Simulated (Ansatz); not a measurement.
Basis-set extrapolation for CH$_{8}$O$_{3}$Si$_{2}$, SMILES `CO[SiH](O)[SiH2]O` (PBE0-D4/def2-TZVP geometry, frozen core, Ansatz). Multiplicity 1, RHF reference.

```tsv
	def2-TZVPP	def2-QZVPP
HF	-845.254007	-845.285850
MP2 correlation	-1.132217	-1.221651
CCSD(T) correlation	-1.221545	not run
```

Energies in hartree. Use E(X) = E(∞) + A·exp(−7.88·√X) for Hartree–Fock and E(X) = E(∞) + B·X^(−2.97) for correlation, with X = 3 and 4, and add CCSD(T) minus MP2 of the smaller set to the MP2 limit.

Task: What is the CCSD(T) energy at the basis-set limit?

Result: HF limit: -845.285850 + (-0.031843) × 0.13774 = -845.29024. MP2 limit: -1.221651 + (-0.089434) × 0.74074 = -1.28790. Higher-order term: -1.221545 − (-1.132217) = -0.08933. Total: -846.66747 hartree, 120.4 kcal/mol below CCSD(T)/def2-TZVPP.
